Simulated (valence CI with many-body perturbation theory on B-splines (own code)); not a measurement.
Os IV: electric-dipole lines

Method: valence CI with perturbative core correlation (CI+MBPT): five valence electrons over a frozen Dirac-Fock core [Xe] 4f14, a basis of 7 s, 7 p, 8 d, 6 f, 4 g, 1 h functions for each j, with the one-electron correlation potential Σ1 (screened to all orders), the two-electron term Σ2, the three-electron term Σ3, Breit, model QED; selected single and double excitations, second order for the rest, scaled by the run's own slope (own B-spline code, finite nucleus).

No measured levels were compared; by estimate terms of the open shell hold to 2 to 4 % of their energy, and close levels can change places; different configurations can be misplaced against each other by 1,000 to 8,000 cm⁻¹. Among the levels kept, up to 2400 cm⁻¹ of a level comes from second order outside the variational space, and about a tenth of that is noise between levels of different J, which matters for small intervals.

Lines 301 to 350 of 548 in falling wavelength, among levels below 19.042 eV, chosen from the strongest by gf and those to the six lowest levels. Wavelengths and rates use the calculated energies, so an error of 2000 cm⁻¹ moves a line at 992.7 Å by 2 % and its rate by three times that or more. Electric multipoles are in the length gauge, E1 and E2 with the static RPA response of the core. Weak lines are less certain than strong ones. Lines between different terms over intervals too small for the method are left out, as are lines whose strength nearly cancels. Where a level lies close to another of its J and parity, the split of strength between their lines is uncertain. The highest levels of a list are the least certain.

Names give the largest LS component (configuration and term), which can be under half, so a name can repeat, a term be missing and a line seem to break the LS rules; names also repeat where a configuration has a term twice. Letters in brackets count levels of one name in rising energy.

| λ vac (Å) | Upper | Lower | A (s⁻¹) | log gf | Branch % |
| --- | --- | --- | --- | --- | --- |
| 992.7 | 5d4 6p 4G°_11/2 [a] | 5d5 2G_9/2 [a] | 1.46e+08 | -0.59 | 6.8 |
| 985.8 | 5d4 6p 2G°_7/2 [a] | 5d5 2H_9/2 | 1.51e+08 | -0.75 | 6.3 |
| 985.0 | 5d4 6p 6P°_5/2 [b] | 5d5 4G_5/2 [b] | 3.71e+07 | -1.49 | 1.8 |
| 980.3 | 5d4 6p 6P°_5/2 [b] | 5d5 4D_3/2 [a] | 4.66e+07 | -1.40 | 2.3 |
| 979.1 | 5d4 6p 4H°_7/2 [a] | 5d5 4G_5/2 [b] | 2.04e+07 | -1.63 | 1.9 |
| 979.0 | 5d4 6p 4F°_3/2 [a] | 5d5 4D_3/2 [a] | 6.00e+07 | -1.46 | 3.7 |
| 976.8 | 5d4 6p 6P°_7/2 | 5d5 4G_5/2 [a] | 7.14e+07 | -1.09 | 2.9 |
| 976.5 | 5d4 6p 4I°_9/2 | 5d5 4G_11/2 | 3.62e+07 | -1.29 | 5.0 |
| 976.2 | 5d4 6p 4P°_5/2 [a] | 5d5 4D_5/2 | 3.53e+08 | -0.52 | 19.4 |
| 975.8 | 5d4 6p 4G°_9/2 [a] | 5d5 2F_7/2 [b] | 1.53e+08 | -0.66 | 6.6 |
| 974.5 | 5d4 6p 6P°_5/2 [b] | 5d5 4G_7/2 | 1.04e+08 | -1.05 | 5.1 |
| 969.0 | 5d4 6p 4D°_7/2 [b] | 5d5 2G_9/2 [a] | 2.31e+08 | -0.59 | 7.3 |
| 968.6 | 5d4 6p 4H°_7/2 [a] | 5d5 4G_7/2 | 1.78e+07 | -1.70 | 1.6 |
| 965.9 | 5d4 6p 4I°_9/2 | 5d5 4G_7/2 | 4.09e+07 | -1.24 | 5.7 |
| 964.0 | 5d4 6p 6P°_3/2 | 5d5 4G_5/2 [a] | 2.07e+08 | -0.94 | 6.7 |
| 962.5 | 5d4 6p 4D°_7/2 [b] | 5d5 2F_7/2 [a] | 2.39e+08 | -0.58 | 7.6 |
| 961.8 | 5d4 6p 4F°_7/2 [a] | 5d5 4D_5/2 | 1.78e+08 | -0.70 | 9.3 |
| 961.5 | 5d4 6p 4F°_9/2 [c] | 5d5 2F_7/2 [a] | 1.73e+08 | -0.62 | 9.3 |
| 960.6 | 5d4 6p 4G°_5/2 [a] | 5d5 4G_5/2 [b] | 3.52e+07 | -1.53 | 3.3 |
| 960.6 | 5d4 6p 6D°_1/2 | 5d5 4D_3/2 [a] | 3.70e+08 | -0.99 | 28.2 |
| 960.3 | 5d4 6p 4P°_5/2 [a] | 5d5 4D_7/2 | 3.08e+08 | -0.59 | 17.0 |
| 946.4 | 5d4 6p 4F°_7/2 [a] | 5d5 4D_7/2 | 1.72e+08 | -0.73 | 9.1 |
| 945.8 | 5d4 6p 2F°_5/2 [a] | 5d5 4F_3/2 | 2.43e+08 | -0.71 | 12.2 |
| 943.8 | 5d4 6p 4D°_3/2 [a] | 5d5 4D_3/2 [a] | 2.68e+08 | -0.84 | 25.4 |
| 942.5 | 5d4 6p 4G°_5/2 [e] | 5d5 2F_5/2 [b] | 2.36e+08 | -0.73 | 9.2 |
| 941.6 | 5d4 6p 6D°_3/2 | 5d5 4G_5/2 [b] | 3.51e+08 | -0.73 | 18.0 |
| 941.4 | 5d4 6p 6F°_9/2 | 5d5 4G_11/2 | 4.99e+07 | -1.18 | 4.1 |
| 941.0 | 5d4 6p 4G°_9/2 [d] | 5d5 4F_7/2 | 1.49e+08 | -0.70 | 7.2 |
| 936.6 | 5d4 6p 4F°_3/2 [a] | 5d5 4G_5/2 [a] | 2.90e+08 | -0.82 | 17.7 |
| 935.1 | 5d4 6p 2I°_11/2 [b] | 5d5 2H_9/2 | 2.35e+08 | -0.43 | 9.2 |
| 933.3 | 5d4 6p 4F°_5/2 [a] | 5d5 4G_5/2 [b] | 1.61e+08 | -0.90 | 6.8 |
| 932.4 | 5d4 6p 4H°_7/2 [a] | 5d5 4G_5/2 [a] | 3.19e+08 | -0.48 | 29.2 |
| 932.0 | 5d4 6p 4D°_5/2 [c] | 5d5 2F_7/2 [a] | 3.87e+08 | -0.52 | 13.9 |
| 931.6 | 5d4 6p 6F°_9/2 | 5d5 4G_7/2 | 1.07e+08 | -0.86 | 8.8 |
| 930.2 | 5d4 6p 2D°_3/2 [b] | 5d5 2F_5/2 [b] | 3.96e+08 | -0.69 | 13.8 |
| 929.1 | 5d4 6p 4F°_5/2 [a] | 5d5 4D_3/2 [a] | 5.21e+07 | -1.39 | 2.2 |
| 928.7 | 5d4 6p 6F°_11/2 | 5d5 4G_11/2 | 6.45e+07 | -1.00 | 5.5 |
| 926.6 | 5d4 6p 2G°_9/2 | 5d5 2F_7/2 [b] | 2.86e+08 | -0.43 | 13.5 |
| 926.3 | 5d4 6p 2G°_9/2 | 5d5 2H_9/2 | 1.63e+08 | -0.68 | 7.7 |
| 924.0 | 5d4 6p 2G°_7/2 [c] | 5d5 4F_5/2 | 2.61e+08 | -0.57 | 12.7 |
| 923.8 | 5d4 6p 4F°_5/2 [a] | 5d5 4G_7/2 | 6.94e+08 | -0.27 | 29.4 |
| 923.2 | 5d4 6p 4G°_9/2 [a] | 5d5 2G_9/2 [a] | 1.92e+08 | -0.61 | 8.3 |
| 920.6 | 5d4 6p 4H°_9/2 [a] | 5d5 4G_11/2 | 7.19e+07 | -1.04 | 5.3 |
| 919.8 | 5d4 6p 2F°_5/2 [b] | 5d5 2D_3/2 [a] | 3.37e+08 | -0.59 | 11.8 |
| 919.7 | 5d4 6p 4D°_1/2 [b] | 5d5 4P_1/2 | 9.05e+08 | -0.64 | 41.1 |
| 917.2 | 5d4 6p 4F°_9/2 [d] | 5d5 2I_11/2 | 2.83e+08 | -0.45 | 10.4 |
| 917.1 | 5d4 6p 4D°_7/2 [b] | 5d5 4D_5/2 | 2.32e+08 | -0.63 | 7.4 |
| 915.9 | 5d4 6p 2D°_3/2 [c] | 5d5 2D_3/2 [a] | 5.36e+08 | -0.57 | 18.2 |
| 915.0 | 5d4 6p 4H°_11/2 [c] | 5d5 2G_9/2 [a] | 3.25e+08 | -0.31 | 18.8 |
| 914.4 | 5d4 6p 4P°_5/2 [a] | 5d5 4D_3/2 [a] | 2.20e+08 | -0.78 | 12.1 |

Q: How does gf follow from A for the line at 961.8 Å?

A: gf = 1.4992 × (2J+1)_upper × A / σ², with σ = 103967 cm⁻¹ and 2J+1 = 8: gf = 0.198.
